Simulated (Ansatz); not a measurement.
Ansatz (an electronic-structure program) input (B3LYP/6-31G* with LANL2DZ past Ar): The .json file joins the Basis Set Exchange's 6-31G* for atoms up to Ar and LANL2DZ past it.

Ansatz 0.2 input:
```yaml
crystal:
  periodic: [false, false, false]
  atoms:
    - {symbol: C, position_ang: [-2.87102913, -0.38675370, 0.39832763]}
    - {symbol: C, position_ang: [-1.38070875, -0.25511342, 0.74380502]}
    - {symbol: O, position_ang: [-0.65015396, -0.02491772, -0.41046482]}
    - {symbol: Ge, position_ang: [1.25039427, 0.18181658, -0.28035960]}
    - {symbol: H, position_ang: [-3.22869920, 0.53029884, -0.08684995]}
    - {symbol: H, position_ang: [-3.02390709, -1.21492636, -0.30528370]}
    - {symbol: H, position_ang: [-3.48458025, -0.57079866, 1.29356234]}
    - {symbol: H, position_ang: [-1.05646253, -1.17843044, 1.27099668]}
    - {symbol: H, position_ang: [-1.26058982, 0.56112926, 1.48872133]}
    - {symbol: H, position_ang: [1.51298212, -1.10932265, 0.72521806]}
    - {symbol: H, position_ang: [1.24029917, 1.21446398, 1.01606500]}
basis:
  gaussian:
    orbitals: 6-31Gs+LANL2DZ.json
hamiltonian:
  xc: {name: B3LYP}
total_charge: -1
phonons: {temperatures: {t_min: 298.15, t_max: 298.15, t_step: 100}}
```

Output:

```
Functional definition: B3LYP
integrals: 0.02 GiB planned
849 factors; integrals over basis functions are off by at most 3.9e-4 eV
mean field: 0.21 GiB planned
mean field evaluation 1: about -4336.7881 eV, gradient 2.5e1 eV
mean field evaluation 2: about -4336.7629 eV, gradient 2.6e1 eV
mean field evaluation 4: about -4338.2314 eV, gradient 2.3e0 eV
mean field evaluation 8: about -4338.2358 eV, gradient 6.4e-2 eV
mean field evaluation 16: about -4338.2358 eV, gradient 1.8e-5 eV
mean field -4338.23580155 eV, -159.4272251452 hartree, gradient 1.8e-5 eV, S^2 0.000000; 0 other end points of the search recorded, 0 dependent functions left out
the calculation of the forces begins
reference -4338.23603662 eV, -159.4272337836 hartree; 16, 16 occupied and 51, 51 virtual orbitals, 849 factors
these checks for a lower state are left out or cut short: stability, starts, cluster_reference, orbital_swaps, neighbouring_geometries, increment
integrals: 0.02 GiB planned
849 factors; integrals over basis functions are off by at most 3.9e-4 eV
mean field: 0.21 GiB planned
mean field -4338.23562992 eV, -159.4272188377 hartree, gradient 8.8e-7 eV, S^2 0.000000; 0 other end points of the search recorded, 0 dependent functions left out
the calculation of the forces begins
reference -4338.23586497 eV, -159.4272274757 hartree; 16, 16 occupied and 51, 51 virtual orbitals, 849 factors
these checks for a lower state are left out or cut short: stability, starts, cluster_reference, orbital_swaps, neighbouring_geometries, increment
integrals: 0.02 GiB planned
849 factors; integrals over basis functions are off by at most 3.9e-4 eV
mean field: 0.21 GiB planned
mean field -4338.23562921 eV, -159.4272188119 hartree, gradient 1.6e-6 eV, S^2 0.000000; 0 other end points of the search recorded, 0 dependent functions left out
the calculation of the forces begins
reference -4338.23586429 eV, -159.4272274509 hartree; 16, 16 occupied and 51, 51 virtual orbitals, 849 factors
these checks for a lower state are left out or cut short: stability, starts, cluster_reference, orbital_swaps, neighbouring_geometries, increment
integrals: 0.02 GiB planned
849 factors; integrals over basis functions are off by at most 3.9e-4 eV
mean field: 0.21 GiB planned
mean field evaluation 32: about -4338.2356 eV, gradient 1.2e-1 eV
mean field -4338.23564494 eV, -159.4272193898 hartree, gradient 1.3e-6 eV, S^2 0.000000; 0 other end points of the search recorded, 0 dependent functions left out
the calculation of the forces begins
reference -4338.23588003 eV, -159.4272280293 hartree; 16, 16 occupied and 51, 51 virtual orbitals, 849 factors
these checks for a lower state are left out or cut short: stability, starts, cluster_reference, orbital_swaps, neighbouring_geometries, increment
integrals: 0.02 GiB planned
849 factors; integrals over basis functions are off by at most 3.9e-4 eV
mean field: 0.21 GiB planned
mean field -4338.23564413 eV, -159.4272193600 hartree, gradient 1.8e-6 eV, S^2 0.000000; 0 other end points of the search recorded, 0 dependent functions left out
the calculation of the forces begins
reference -4338.23587917 eV, -159.4272279975 hartree; 16, 16 occupied and 51, 51 virtual orbitals, 849 factors
these checks for a lower state are left out or cut short: stability, starts, cluster_reference, orbital_swaps, neighbouring_geometries, increment
integrals: 0.02 GiB planned
849 factors; integrals over basis functions are off by at most 3.9e-4 eV
mean field: 0.21 GiB planned
mean field -4338.23564333 eV, -159.4272193308 hartree, gradient 1.0e-6 eV, S^2 0.000000; 0 other end points of the search recorded, 0 dependent functions left out
the calculation of the forces begins
reference -4338.23587846 eV, -159.4272279717 hartree; 16, 16 occupied and 51, 51 virtual orbitals, 849 factors
these checks for a lower state are left out or cut short: stability, starts, cluster_reference, orbital_swaps, neighbouring_geometries, increment
integrals: 0.02 GiB planned
849 factors; integrals over basis functions are off by at most 3.9e-4 eV
mean field: 0.21 GiB planned
mean field -4338.23564259 eV, -159.4272193033 hartree, gradient 9.3e-7 eV, S^2 0.000000; 0 other end points of the search recorded, 0 dependent functions left out
the calculation of the forces begins
reference -4338.23587759 eV, -159.4272279394 hartree; 16, 16 occupied and 51, 51 virtual orbitals, 849 factors
these checks for a lower state are left out or cut short: stability, starts, cluster_reference, orbital_swaps, neighbouring_geometries, increment
integrals: 0.02 GiB planned
849 factors; integrals over basis functions are off by at most 3.9e-4 eV
mean field: 0.21 GiB planned
mean field -4338.23564433 eV, -159.4272193672 hartree, gradient 3.0e-6 eV, S^2 0.000000; 0 other end points of the search recorded, 0 dependent functions left out
[...]
these checks for a lower state are left out or cut short: stability, starts, cluster_reference, orbital_swaps, neighbouring_geometries, increment
integrals: 0.02 GiB planned
849 factors; integrals over basis functions are off by at most 3.9e-4 eV
mean field: 0.21 GiB planned
mean field -4338.23577726 eV, -159.4272242526 hartree, gradient 8.7e-7 eV, S^2 0.000000; 0 other end points of the search recorded, 0 dependent functions left out
the calculation of the forces begins
reference -4338.23601232 eV, -159.4272328909 hartree; 16, 16 occupied and 51, 51 virtual orbitals, 849 factors
these checks for a lower state are left out or cut short: stability, starts, cluster_reference, orbital_swaps, neighbouring_geometries, increment
integrals: 0.02 GiB planned
849 factors; integrals over basis functions are off by at most 3.9e-4 eV
mean field: 0.21 GiB planned
mean field evaluation 192: about -4338.2358 eV, gradient 1.4e-5 eV
mean field -4338.23577700 eV, -159.4272242430 hartree, gradient 6.7e-7 eV, S^2 0.000000; 0 other end points of the search recorded, 0 dependent functions left out
the calculation of the forces begins
reference -4338.23601207 eV, -159.4272328817 hartree; 16, 16 occupied and 51, 51 virtual orbitals, 849 factors
these checks for a lower state are left out or cut short: stability, starts, cluster_reference, orbital_swaps, neighbouring_geometries, increment
integrals: 0.02 GiB planned
849 factors; integrals over basis functions are off by at most 3.9e-4 eV
mean field: 0.21 GiB planned
mean field -4338.23573331 eV, -159.4272226373 hartree, gradient 2.4e-6 eV, S^2 0.000000; 0 other end points of the search recorded, 0 dependent functions left out
the calculation of the forces begins
reference -4338.23596836 eV, -159.4272312751 hartree; 16, 16 occupied and 51, 51 virtual orbitals, 849 factors
these checks for a lower state are left out or cut short: stability, starts, cluster_reference, orbital_swaps, neighbouring_geometries, increment
integrals: 0.02 GiB planned
849 factors; integrals over basis functions are off by at most 3.9e-4 eV
mean field: 0.21 GiB planned
mean field -4338.23573404 eV, -159.4272226643 hartree, gradient 2.7e-6 eV, S^2 0.000000; 0 other end points of the search recorded, 0 dependent functions left out
the calculation of the forces begins
reference -4338.23596913 eV, -159.4272313034 hartree; 16, 16 occupied and 51, 51 virtual orbitals, 849 factors
these checks for a lower state are left out or cut short: stability, starts, cluster_reference, orbital_swaps, neighbouring_geometries, increment
integrals: 0.02 GiB planned
849 factors; integrals over basis functions are off by at most 3.9e-4 eV
mean field: 0.21 GiB planned
mean field -4338.23576887 eV, -159.4272239440 hartree, gradient 1.8e-6 eV, S^2 0.000000; 0 other end points of the search recorded, 0 dependent functions left out
the calculation of the forces begins
reference -4338.23600395 eV, -159.4272325832 hartree; 16, 16 occupied and 51, 51 virtual orbitals, 849 factors
these checks for a lower state are left out or cut short: stability, starts, cluster_reference, orbital_swaps, neighbouring_geometries, increment
integrals: 0.02 GiB planned
849 factors; integrals over basis functions are off by at most 3.9e-4 eV
mean field: 0.21 GiB planned
mean field -4338.23576873 eV, -159.4272239389 hartree, gradient 1.4e-6 eV, S^2 0.000000; 0 other end points of the search recorded, 0 dependent functions left out
the calculation of the forces begins
reference -4338.23600377 eV, -159.4272325766 hartree; 16, 16 occupied and 51, 51 virtual orbitals, 849 factors
these checks for a lower state are left out or cut short: stability, starts, cluster_reference, orbital_swaps, neighbouring_geometries, increment
integrals: 0.02 GiB planned
849 factors; integrals over basis functions are off by at most 3.9e-4 eV
mean field: 0.21 GiB planned
mean field evaluation 224: about -4338.2358 eV, gradient 1.6e-6 eV
mean field -4338.23579551 eV, -159.4272249230 hartree, gradient 1.6e-6 eV, S^2 0.000000; 0 other end points of the search recorded, 0 dependent functions left out
the calculation of the forces begins
reference -4338.23603056 eV, -159.4272335610 hartree; 16, 16 occupied and 51, 51 virtual orbitals, 849 factors
these checks for a lower state are left out or cut short: stability, starts, cluster_reference, orbital_swaps, neighbouring_geometries, increment
integrals: 0.02 GiB planned
849 factors; integrals over basis functions are off by at most 3.9e-4 eV
mean field: 0.21 GiB planned
mean field -4338.23579553 eV, -159.4272249240 hartree, gradient 8.3e-7 eV, S^2 0.000000; 0 other end points of the search recorded, 0 dependent functions left out
the calculation of the forces begins
reference -4338.23603061 eV, -159.4272335630 hartree; 16, 16 occupied and 51, 51 virtual orbitals, 849 factors
these checks for a lower state are left out or cut short: stability, starts, cluster_reference, orbital_swaps, neighbouring_geometries, increment
integrals: 0.02 GiB planned
849 factors; integrals over basis functions are off by at most 3.9e-4 eV
mean field: 0.21 GiB planned
mean field -4338.23578051 eV, -159.4272243719 hartree, gradient 2.4e-6 eV, S^2 0.000000; 0 other end points of the search recorded, 0 dependent functions left out
the calculation of the forces begins
reference -4338.23601559 eV, -159.4272330110 hartree; 16, 16 occupied and 51, 51 virtual orbitals, 849 factors
these checks for a lower state are left out or cut short: stability, starts, cluster_reference, orbital_swaps, neighbouring_geometries, increment
integrals: 0.02 GiB planned
849 factors; integrals over basis functions are off by at most 3.9e-4 eV
mean field: 0.21 GiB planned
mean field -4338.23578046 eV, -159.4272243703 hartree, gradient 2.5e-6 eV, S^2 0.000000; 0 other end points of the search recorded, 0 dependent functions left out
the calculation of the forces begins
reference -4338.23601551 eV, -159.4272330081 hartree; 16, 16 occupied and 51, 51 virtual orbitals, 849 factors
these checks for a lower state are left out or cut short: stability, starts, cluster_reference, orbital_swaps, neighbouring_geometries, increment
integrals: 0.02 GiB planned
849 factors; integrals over basis functions are off by at most 3.9e-4 eV
mean field: 0.21 GiB planned
mean field -4338.23578804 eV, -159.4272246485 hartree, gradient 1.2e-6 eV, S^2 0.000000; 0 other end points of the search recorded, 0 dependent functions left out
the calculation of the forces begins
reference -4338.23602310 eV, -159.4272332868 hartree; 16, 16 occupied and 51, 51 virtual orbitals, 849 factors
these checks for a lower state are left out or cut short: stability, starts, cluster_reference, orbital_swaps, neighbouring_geometries, increment
integrals: 0.02 GiB planned
849 factors; integrals over basis functions are off by at most 3.9e-4 eV
mean field: 0.21 GiB planned
mean field -4338.23578800 eV, -159.4272246472 hartree, gradient 1.3e-6 eV, S^2 0.000000; 0 other end points of the search recorded, 0 dependent functions left out
the calculation of the forces begins
reference -4338.23602307 eV, -159.4272332858 hartree; 16, 16 occupied and 51, 51 virtual orbitals, 849 factors
Total energy: -4338.23603662 eV, -159.4272337836 hartree
Atom 0 at    -2.871029    -0.386754     0.398328 Å, force     0.000198     0.000029    -0.000049 eV/Å
Atom 1 at    -1.380709    -0.255113     0.743805 Å, force    -0.000150     0.000006    -0.000192 eV/Å
Atom 2 at    -0.650154    -0.024918    -0.410465 Å, force    -0.000073    -0.000015     0.000049 eV/Å
Atom 3 at     1.250394     0.181817    -0.280360 Å, force    -0.000024    -0.000006     0.000023 eV/Å
Atom 4 at    -3.228699     0.530299    -0.086850 Å, force     0.000036    -0.000024     0.000037 eV/Å
Atom 5 at    -3.023907    -1.214926    -0.305284 Å, force     0.000031     0.000022     0.000043 eV/Å
Atom 6 at    -3.484580    -0.570799     1.293562 Å, force    -0.000118    -0.000017     0.000029 eV/Å
Atom 7 at    -1.056463    -1.178430     1.270997 Å, force     0.000059    -0.000052     0.000024 eV/Å
Atom 8 at    -1.260590     0.561129     1.488721 Å, force     0.000046     0.000057     0.000038 eV/Å
Atom 9 at     1.512982    -1.109323     0.725218 Å, force    -0.000005     0.000028     0.000003 eV/Å
Atom 10 at     1.240299     1.214464     1.016065 Å, force     0.000001    -0.000028    -0.000004 eV/Å
Dipole moment:    -0.604878    -0.092703     0.173568 e Å
Vibrations: 72.62 194.31 195.03 282.24 297.65 558.18 680.37 746.86 811.68 899.77 918.88 1082.25 1177.33 1197.57 1295.24 1398.54 1423.06 1508.08 1528.03 1554.64 1625.52 1628.37 2881.49 2882.56 3010.26 3076.29 3095.44 cm⁻¹, zero-point energy 2.233096 eV
```

The blocks after the first are displaced geometries, from whose forces the wavenumbers follow.

The dipole moment of an ion depends on the origin.
